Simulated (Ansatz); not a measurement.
Sc₃N₃, relaxed as a singlet with RKS PBE-D4/def2-SVP in Ansatz, starting from the GFN2-xTB geometry. Force threshold 0.02 eV/Å.

The structure comes from a short search, and lower isomers may exist.

Start:

```tsv
atom	x (Å)	y (Å)	z (Å)
Sc1	0.298	-1.418	-1.154
Sc2	-1.094	-0.518	1.398
Sc3	0.606	1.502	-0.196
N4	0.056	1.119	1.720
N5	1.654	0.081	-1.209
N6	-1.520	-0.766	-0.559
```

```csv
step,energy (eV),largest force component (eV/Å),SCF passes
1,-66536.5331,3.155,57
2,-66537.8414,1.319,28
3,-66538.2661,0.738,29
4,-66538.5650,0.617,29
5 (rejected),-66538.5435,1.674,30
6,-66538.6283,0.373,31
7,-66538.6394,0.255,24
8,-66538.6464,0.044,23
9,-66538.6469,0.007,25
```

Force components are those of the run's own axes.

End:

```xyz
6

Sc    0.392   -1.394   -1.438
Sc   -1.253   -0.330    1.577
Sc    0.383    1.150   -0.197
N    -0.100    1.055    1.715
N     1.543   -0.008   -1.296
N    -0.965   -0.473   -0.360
```

Bonds formed: Sc3–N6 (atoms count from 1).

No frequencies were taken in this run, so the end may be a saddle point.

Hardware: 4 threads of Arm Neoverse V2 on a shared host. Wall time 18 s.
